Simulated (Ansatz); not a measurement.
Sn10H15, a cluster with a defect cut from the lattice of tin (one cap removed). The state is a doublet with charge 0. Geometry PBE-D4/def2-SVP, that of the charge +1 singlet; atoms count from 1.

```
atom    x (Å)    y (Å)    z (Å)
 Sn1  -0.0566  -0.6468  -3.3509
 Sn2   1.8100  -2.6159   0.3617
 Sn3   2.4745   1.9718  -0.5205
 Sn4  -2.0862   2.6456  -0.5587
 Sn5  -0.2034   0.6423   3.1289
 Sn6  -2.7504  -1.9919   0.3464
 Sn7   2.1926  -0.6201  -1.5917
 Sn8  -2.0991   0.0033  -1.5273
 Sn9  -0.4005  -1.9175   1.9658
Sn10   0.2381   2.5444   1.0964
 H11  -0.3775  -2.2033  -4.0259
 H12   0.0113   0.5639  -4.5798
 H13   1.5583  -4.1541  -0.3838
 H14   3.2121  -2.6566   1.3716
 H15   2.6325   3.1423  -1.7812
 H16   3.8762   1.9760   0.4912
 H17  -1.9365   3.7352  -1.8897
 H18  -3.5433   2.9329   0.3218
 H19   1.1720   0.6462   4.1756
 H20  -1.6385   1.0224   4.0126
 H21  -2.9665  -3.4932  -0.4782
 H22  -4.1838  -1.5307   1.1907
 H23   3.5006  -1.0183  -2.6642
 H24  -0.7370  -3.1378   3.1564
 H25   0.3011   4.1601   1.7329
```

In the def2 sets Sn takes a core potential; there is no spin–orbit coupling. Single mean-field runs in def2-TZVP are fitted with def2-universal-jkfit.

Question: Estimate the Mulliken populations from the PBE0/def2-TZVP orbitals of Ansatz.

Answer: 
| atom | charge (e) | spin (α − β) |
| --- | --- | --- |
| Sn1 | 0.05 | -0.03 |
| Sn2 | 0.06 | 0.00 |
| Sn3 | 0.06 | 0.00 |
| Sn4 | 0.05 | -0.03 |
| Sn5 | 0.06 | 0.00 |
| Sn6 | 0.05 | -0.03 |
| Sn7 | 0.04 | 0.03 |
| Sn8 | -0.03 | 0.94 |
| Sn9 | 0.04 | 0.03 |
| Sn10 | 0.04 | 0.03 |
| H11 | -0.03 | 0.00 |
| H12 | -0.03 | 0.00 |
| H13 | -0.02 | 0.00 |
| H14 | -0.03 | 0.00 |
| H15 | -0.02 | 0.00 |
| H16 | -0.03 | 0.00 |
| H17 | -0.03 | 0.00 |
| H18 | -0.03 | 0.00 |
| H19 | -0.03 | 0.00 |
| H20 | -0.02 | 0.00 |
| H21 | -0.03 | 0.00 |
| H22 | -0.03 | 0.00 |
| H23 | -0.03 | 0.02 |
| H24 | -0.03 | 0.02 |
| H25 | -0.03 | 0.02 |
Mulliken values and Mayer orders depend strongly on the basis.

Question: Where does the spin sit?

Answer: Summed by element: Sn 0.93, H 0.07, of 1 unpaired in all. Largest on single atoms: Sn8 0.94, Sn1 -0.03, Sn6 -0.03.

Question: And the Mayer bond orders between bonded heavy atoms (over 0.3)?

Answer: Sn1–Sn7 0.85 (2.86 Å); Sn1–Sn8 0.87 (2.81 Å); Sn2–Sn7 0.86 (2.82 Å); Sn2–Sn9 0.86 (2.82 Å); Sn3–Sn7 0.86 (2.82 Å); Sn3–Sn10 0.86 (2.82 Å); Sn4–Sn8 0.87 (2.81 Å); Sn4–Sn10 0.85 (2.86 Å); Sn5–Sn9 0.86 (2.82 Å); Sn5–Sn10 0.86 (2.82 Å); Sn6–Sn8 0.87 (2.81 Å); Sn6–Sn9 0.85 (2.85 Å).
